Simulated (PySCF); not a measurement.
A structure optimised at PBE0-D3(BJ)/def2-SVP, used in a PySCF frequency run:

```xyz
11

Si     0.9046    -1.8126     0.0000
Cl    -0.8382    -2.9220     0.0000
C      0.4955    -0.0318     0.0000
C      0.2190     1.1610     0.0000
B     -0.1455     2.6710     0.0000
O      0.8152     3.6250     0.0000
O     -1.4368     3.0759     0.0000
H      1.6766    -2.1440    -1.2257
H      1.6766    -2.1440     1.2257
H      1.7036     3.2588     0.0000
H     -2.0572     2.3417     0.0000
```
Charge 0, spin multiplicity 1.

Task: Write its SMILES, formula and point group.

Result: OB(O)C#C[SiH2]Cl, C2H4BClO2Si, Cs

Task: What are its rotational constants (standard atomic weights)?

Result: 4.5554, 0.57532, 0.51395 GHz
